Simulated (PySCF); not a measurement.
# Electron correlation in F²⁺ (fluorine, charge +2)

[He] 2s2 2p3, high-spin 4S determinant. Computed with PySCF 2.14 in x2c-TZVPall, with scalar relativity by spin-free X2C-1e. Frozen: 1s2; 5 electrons correlated.

MP2 pair energies summed by pair of shells (mhartree):

```json
{"pair": "2s-2p", "energy": "-64.66", "share (%)": "66.6"}
{"pair": "2p-2p", "energy": "-23.04", "share (%)": "23.7"}
{"pair": "2s-2s", "energy": "-9.45", "share (%)": "9.7"}
```

Total MP2 correlation energy: -97.14 mhartree.

Same-spin part -27.99 and opposite-spin part -69.15 mhartree; SCS-MP2 scales them by 1/3 and 6/5 to -92.31 mhartree.

```json
{"level": "CCSD", "correlation energy (mhartree)": "-111.42"}
{"level": "(T)", "correlation energy (mhartree)": "-1.13"}
{"level": "CCSD(T)", "correlation energy (mhartree)": "-112.55"}
```

Diagnostics: T1 = 0.0028, D1 = 0.0061, largest double amplitude 0.033.

Cost of the coupled-cluster step: 0.42 s of wall time on 1 thread of Neoverse-N1 (shared host), for 5 correlated electrons.

Iterations:

```
CC2 = 0
CCSD nocc = (np.int64(4), np.int64(1)), nmo = (30, 30)
frozen orbitals [[0], [0]]
max_cycle = 100
direct = 0
conv_tol = 1e-08
conv_tol_normt = 1e-06
diis_space = 8
diis_start_cycle = 0
Init t2, MP2 energy = -0.0971427459436647
Init E_corr(UCCSD) = -0.0971427459436894
cycle = 1  E_corr(UCCSD) = -0.108660178025786  dE = -0.0115174321  norm(t1,t2) = 0.0196842
cycle = 2  E_corr(UCCSD) = -0.110664584859959  dE = -0.00200440683  norm(t1,t2) = 0.00592026
cycle = 3  E_corr(UCCSD) = -0.111442644423496  dE = -0.000778059564  norm(t1,t2) = 0.00215956
cycle = 4  E_corr(UCCSD) = -0.111412985759418  dE = 2.96586641e-05  norm(t1,t2) = 0.000286031
cycle = 5  E_corr(UCCSD) = -0.111417283500104  dE = -4.29774069e-06  norm(t1,t2) = 4.64193e-05
cycle = 6  E_corr(UCCSD) = -0.111417295346188  dE = -1.1846084e-08  norm(t1,t2) = 2.63495e-06
cycle = 7  E_corr(UCCSD) = -0.111417310508852  dE = -1.51626649e-08  norm(t1,t2) = 3.06047e-07
cycle = 8  E_corr(UCCSD) = -0.111417308333273  dE = 2.17557967e-09  norm(t1,t2) = 3.78379e-08
UCCSD converged
E(UCCSD) = -97.80822481079713  E_corr = -0.1114173083332728
UCCSD(T) correction = -0.0011339008906268
```
